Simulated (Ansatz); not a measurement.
Two isomers of C2H5F2In: A = `C[CH](F)[InH][F]`, B = `C[CH2][In]([F])[F]`.

Isolated molecules relaxed with PBE0-D4/def2-TZVP in Ansatz; ΔE leaves out vibrations. CCSD(T)/CBS adds triple-zeta CCSD(T) − MP2 to the extrapolated MP2 energy (def2 sets, frozen cores). Functionals use def2-TZVPP. def2 core potentials past Kr. For In outer-core shells are correlated without core-valence functions, which leaves a few kJ/mol of doubt a bond. One conformer a species, not always the lowest.

A:

Z-matrix (Å, degrees):
```
C
C 1 1.507
H 1 1.092 2 111.9
H 1 1.094 2 110.5 3 -120.3
H 1 1.093 2 109.6 3 120.0
F 2 1.395 1 109.9 3 60.1
In 2 2.174 1 112.5 3 -63.2
H 2 1.095 1 110.0 3 177.3
F 7 1.974 2 104.3 1 -47.8
H 7 1.703 2 144.5 1 131.4
```

B:

Z-matrix (Å, degrees):
```
C
C 1 1.520
H 1 1.091 2 112.1
H 1 1.091 2 112.1 3 -120.8
H 1 1.094 2 110.2 3 119.6
In 2 2.137 1 114.1 3 60.4
H 2 1.092 1 112.1 3 -59.5
H 2 1.092 1 112.1 3 -179.7
F 6 1.945 2 128.6 1 -179.2
F 6 1.948 2 125.0 1 0.8
```

(1) Which is lower in electronic energy at CCSD(T)/CBS, and by how much? (Best estimate.)

(2) Give E(B) − E(A) in kJ/mol with PBE-D4, CCSD(T)/def2-TZVPP, CCSD(T)/def2-SVP, PBE0-D4, CCSD/def2-TZVPP, BLYP-D4, MP2/def2-TZVPP. (Estimate.)

(3) Does the order hold for the free energy at 298.15 K (harmonic terms from PBE0-D4)? (Best estimate.)

Largest T1 diagnostic: 0.015.

Answers

(1) Computed: B, by 162.6 kJ/mol.

(2) The calculation gave: PBE-D4 -146.4, CCSD(T)/def2-TZVPP -155.0, CCSD(T)/def2-SVP -155.1, PBE0-D4 -147.6, CCSD/def2-TZVPP -154.1, BLYP-D4 -149.3, MP2/def2-TZVPP -168.1. None reverses the order clearly.

(3) The calculation gave: Yes: G(B) − G(A) = -156.0 kJ/mol, for one conformer each. Modes under 60 cm⁻¹, often nearly free rotors, make the harmonic entropy too high.

Leaving LDA and LC-ωPBE aside and taking each functional with its dispersion term where it has one, the values, not all of them listed here, spread over 11.9 kJ/mol, from B2PLYP to PBE-D4. LDA lies +17.2 kJ/mol from PBE without D4. At CCSD(T), def2-SVP lies +7.5 kJ/mol from the extrapolated value and def2-TZVPP +7.6 kJ/mol.
